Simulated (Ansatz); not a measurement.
Frontier orbitals of C2H7NSi, SMILES `NC1C[SiH2]1`.

Charge 0, multiplicity 1. The structure was optimised at the PBE0-D4/def2-TZVP level. It is one conformer, not always the lowest. Basis def2-TZVPP, Ansatz.

Orbital energies of one run (eV). Highest occupied ones, from the top: -6.48, -7.75, -8.50, -9.90, -11.00, -12.11, -13.58, -13.83, -14.71, -16.64, -21.62, -25.56, -100.82, -100.83. Empty: 0.51, 1.48, 1.64, 2.15, 2.62, 3.23.

Q: Which functional gave them?
A. HSE06 (plane-wave form)
B. r2SCAN
C. LDA (SPW92)
D. r2SCAN0

A: D. HOMO energies: r2SCAN0 -6.48, LDA (SPW92) -5.23, HSE06 -5.94, r2SCAN -5.35 eV.
